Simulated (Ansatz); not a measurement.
Correlation energies of `C[C](=O)[GeH3]` by basis set

```xyz
10

C     0.391   -0.282   -1.422
C     0.372   -0.689    0.024
O     0.864   -1.714    0.416
Ge   -0.525    0.556    1.336
H     0.889    0.687   -1.524
H    -0.635   -0.146   -1.778
H     0.902   -1.032   -2.026
H    -0.406   -0.052    2.737
H    -2.004    0.735    0.949
H     0.152    1.937    1.287
```

Charge 0, multiplicity 1. Correlated methods include outer-core shells of Ge, which these sets cover unevenly. Scalar relativity is left out up to krypton. The structure was optimised at the PBE0-D4/def2-TZVP level. Frozen core, restricted reference, Ansatz 0.2.0.

| basis | HF (Eh) | MP2 corr. |
| --- | --- | --- |
| def2-SVP | -2229.05359 | -0.68927 |
| def2-TZVPP | -2229.49838 | -0.82520 |
| def2-QZVPP | -2229.54770 | -1.12860 |

(1) Estimate the CCSD correlation energy and the (T) correction in each basis where they were run (hartree).

Results:

(1) 
```tsv
basis	CCSD corr.	(T)
def2-SVP	-0.72276	-0.02274
def2-TZVPP	-0.85412	-0.03460
```
